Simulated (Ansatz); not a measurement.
```yaml
crystal:
  periodic: [true, true, true]
  atoms:
    - {symbol: C, position_ang: [-1.146590, 0.053394, 0.955860]}
    - {symbol: C, position_ang: [0.278349, 0.491727, 0.648393]}
    - {symbol: C, position_ang: [1.228306, -0.694929, 0.547656]}
    - {symbol: Ge, position_ang: [0.391047, 1.655794, -1.004721]}
    - {symbol: N, position_ang: [-0.278854, 0.432747, -2.171922]}
    - {symbol: H, position_ang: [-1.194047, -0.512542, 1.894013]}
    - {symbol: H, position_ang: [-1.830134, 0.902116, 1.054218]}
    - {symbol: H, position_ang: [-1.548992, -0.594933, 0.171286]}
    - {symbol: H, position_ang: [0.623191, 1.140412, 1.462498]}
    - {symbol: H, position_ang: [0.935518, -1.377379, -0.256310]}
    - {symbol: H, position_ang: [2.259519, -0.386549, 0.348763]}
    - {symbol: H, position_ang: [1.237878, -1.276305, 1.477387]}
    - {symbol: H, position_ang: [-0.587023, -0.501405, -1.945930]}
    - {symbol: H, position_ang: [-0.380967, 0.638553, -3.152292]}
basis:
  gaussian: {orbitals: pcseg-2}
magnetization: {spin_polarized: true, initial_magnetization: 2}
hamiltonian: {xc: {name: B2PLYP}}
```

```sh
$ ansatz run in.yaml --threads 8 --pin off --events-out ev --progress --plain --max-ram 18278MiB
```

(1) How does Ansatz answer? (Estimate.)

Results:

(1) The calculation gave: The program refused the input.
```
Error: YAML parse error: error: line 2 column 3: crystal: missing field `lattice` (a structure is typed as `lattice` and `atoms`, a molecule's as `atoms` in Å alone, or read from a run's directory, `checkpoint`)
 --> <input>:2:3
1 | crystal:
2 |   periodic: [true, true, true]
3 |   atoms:
4 |     - {symbol: C, position_ang: [-1.146590, 0.053394, 0.955860]}
```
